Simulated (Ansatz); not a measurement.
Two isomers of C2H5BO2: A = `BOC(C)=O`, B = `B1COCO1`.

Program: Ansatz. Geometries: PBE0-D4/def2-TZVP. ΔE: electronic, gas phase. CCSD(T)/CBS adds triple-zeta CCSD(T) − MP2 to the extrapolated MP2 energy (def2 sets, frozen cores). DFT in def2-TZVPP.

A:

Z-matrix (Å, degrees):
```
C
C 1 1.492
H 1 1.092 2 109.3
H 1 1.092 2 109.8 3 -117.1
H 1 1.087 2 110.0 3 121.2
O 2 1.377 1 110.9 3 58.2
O 2 1.191 1 126.5 3 -119.7
B 6 1.364 2 122.4 1 153.2
H 8 1.194 6 115.5 2 173.6
H 8 1.193 6 120.5 2 -8.5
```

B:

Z-matrix (Å, degrees):
```
C
O 1 1.432
B 1 1.571 2 101.8
H 1 1.102 2 111.1 3 120.0
H 1 1.093 2 108.5 3 -122.5
C 2 1.392 1 108.4 3 -20.5
O 3 1.350 1 107.3 2 10.9
H 3 1.191 1 131.8 2 -169.9
H 6 1.100 2 111.9 1 -94.8
H 6 1.092 2 109.3 1 142.8
```

Which isomer does CCSD(T)/CBS put lower? Give the gap. (Estimate.)

Computed: A, by 9.4 kcal/mol.

Give E(B) − E(A) in kcal/mol with CCSD(T)/def2-TZVPP, PBE0-D4, B2PLYP, MP2/def2-TZVPP, LDA (SPW92), CCSD/def2-TZVPP, BLYP-D4. (Best estimate.)

Ansatz gave: CCSD(T)/def2-TZVPP 10.0, PBE0-D4 7.6, B2PLYP 12.0, MP2/def2-TZVPP 10.5, LDA (SPW92) 3.4, CCSD/def2-TZVPP 9.7, BLYP-D4 13.8. None reverses the order clearly.

Does the order hold for the free energy at 298.15 K (harmonic terms from PBE0-D4)? (Estimate.)

The calculation gave: Yes: G(B) − G(A) = +13.5 kcal/mol.

Largest T1 diagnostic: 0.015.

Leaving LDA and LC-ωPBE aside and taking each functional with its dispersion term where it has one, the values, not all of them listed here, spread over 6.2 kcal/mol, from HSE06-D4 to BLYP-D4. LDA lies −6.3 kcal/mol from PBE without D4. At CCSD(T), def2-SVP lies +3.7 kcal/mol from the extrapolated value and def2-TZVPP +0.6 kcal/mol.
